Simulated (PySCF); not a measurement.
Species: C₁₁H₁₀.
Cartesian coordinates in Å at the PBE0-D3(BJ)/def2-SVP level; atoms count from 1:
```xyz
21
C11H10 angstrom
C      4.083   -0.345    0.124
C      2.631   -0.323    0.146
C      1.415   -0.307    0.166
C     -0.013   -0.289    0.190
C     -0.714   -1.524    0.127
C     -2.080   -1.396    0.158
C     -2.727   -0.211    0.240
C     -2.100    1.012    0.302
C     -0.690    0.960    0.275
C      0.109    2.228    0.336
C     -3.571   -1.439    0.181
H      4.500   -0.189    1.132
H      4.484    0.446   -0.529
H      4.460   -1.310   -0.248
H     -0.161   -2.463    0.062
H     -2.613    1.976    0.368
H      0.781    2.233    1.209
H     -0.547    3.107    0.399
H      0.752    2.336   -0.552
H     -4.090   -1.785    1.087
H     -4.122   -1.676   -0.742
```

Level of theory: PBE0-D3(BJ)/def2-SVP geometry optimisation, gas phase (PySCF 2.14.0).

Take the most abundant isotopes and a rigid rotor. 

Problem. Give the principal moments of inertia and the rotational constants in MHz.

Solution. Ia = 200.74, Ib = 768.18, Ic = 959.21 u·Å²; 505379 MHz·u·Å²/I gives A = 2518, B = 657.9, C = 526.9 MHz.

Problem. What kind of rotor is it?

Solution. An asymmetric top; Ray's κ = -0.868.

Problem. What does the inertial defect say?

Solution. Not planar: Δ = Ic − Ia − Ib = -9.71 u·Å². For a rigid frame Δ = −2 Σ m c², so Σ m c² = 4.85 u·Å² lies off the ab plane, practically all of it from hydrogen. The atom farthest from that plane is 1.01 Å away.

Problem. Give the other two planar moments, Paa and Pbb, and the rms extents of the mass along the axes.

Solution. Paa = Σ m a² = (Ib + Ic − Ia)/2 = 763.33 and Pbb = Σ m b² = (Ia + Ic − Ib)/2 = 195.89 u·Å². With the mass M = 142.08 u, the rms extents √(P/M) along a, b and c are 2.32, 1.17, 0.18 Å.

Problem. List the rotational levels J(Ka,Kc) to J = 2 (K).

Solution. Above 0(0,0), as E/k:
J = 1: 1(0,1) 0.057, 1(1,1) 0.146, 1(1,0) 0.152
J = 2: 2(0,2) 0.170, 2(1,2) 0.254, 2(1,1) 0.272, 2(2,1) 0.540, 2(2,0) 0.540
The levels of one J sum to (2J + 1)J(J + 1)(A + B + C)/3.

Problem. Predict some low-J microwave lines.

Solution. The dipole components are |μa| = 0.91 D, |μb| = 0.29 D, |μc| = 0.00 D. The squared components, which scale the intensities, stand as 1.00 : 0.10 : 0.00 (a : b : c). Some lines, for components of 0.1 D or more:

```json
{"type": "a", "branch": "Q", "J(Ka,Kc)": "2(1,1) ← 2(1,2)", "MHz": "393", "lower level (cm⁻¹)": "0.176"}
{"type": "b", "branch": "R", "J(Ka,Kc)": "2(0,2) ← 1(1,1)", "MHz": "503", "lower level (cm⁻¹)": "0.102"}
{"type": "a", "branch": "R", "J(Ka,Kc)": "1(0,1) ← 0(0,0)", "MHz": "1185", "lower level (cm⁻¹)": "0.000"}
{"type": "b", "branch": "Q", "J(Ka,Kc)": "1(1,0) ← 1(0,1)", "MHz": "1991", "lower level (cm⁻¹)": "0.040"}
{"type": "b", "branch": "Q", "J(Ka,Kc)": "2(1,1) ← 2(0,2)", "MHz": "2128", "lower level (cm⁻¹)": "0.118"}
{"type": "a", "branch": "R", "J(Ka,Kc)": "2(1,2) ← 1(1,1)", "MHz": "2238", "lower level (cm⁻¹)": "0.102"}
{"type": "a", "branch": "R", "J(Ka,Kc)": "2(0,2) ← 1(0,1)", "MHz": "2363", "lower level (cm⁻¹)": "0.040"}
{"type": "a", "branch": "R", "J(Ka,Kc)": "2(1,1) ← 1(1,0)", "MHz": "2501", "lower level (cm⁻¹)": "0.106"}
{"type": "b", "branch": "R", "J(Ka,Kc)": "1(1,1) ← 0(0,0)", "MHz": "3044", "lower level (cm⁻¹)": "0.000"}
{"type": "b", "branch": "R", "J(Ka,Kc)": "2(1,2) ← 1(0,1)", "MHz": "4098", "lower level (cm⁻¹)": "0.040"}
{"type": "b", "branch": "Q", "J(Ka,Kc)": "2(2,0) ← 2(1,1)", "MHz": "5586", "lower level (cm⁻¹)": "0.189"}
{"type": "b", "branch": "Q", "J(Ka,Kc)": "2(2,1) ← 2(1,2)", "MHz": "5972", "lower level (cm⁻¹)": "0.176"}
{"type": "b", "branch": "R", "J(Ka,Kc)": "2(2,1) ← 1(1,0)", "MHz": "8080", "lower level (cm⁻¹)": "0.106"}
{"type": "b", "branch": "R", "J(Ka,Kc)": "2(2,0) ← 1(1,1)", "MHz": "8217", "lower level (cm⁻¹)": "0.102"}
```

No PBE0-D3(BJ)/def2-SVP frequencies stand behind this structure, so it isn't proved a minimum. Zero-point vibration and centrifugal distortion are left out. A rigid rotor knows nothing of internal rotation, which can split or shift real lines.

Cost: about 4 min of CPU time on one thread; the machine was shared, so the figure is rough. These figures are those of the optimisation.
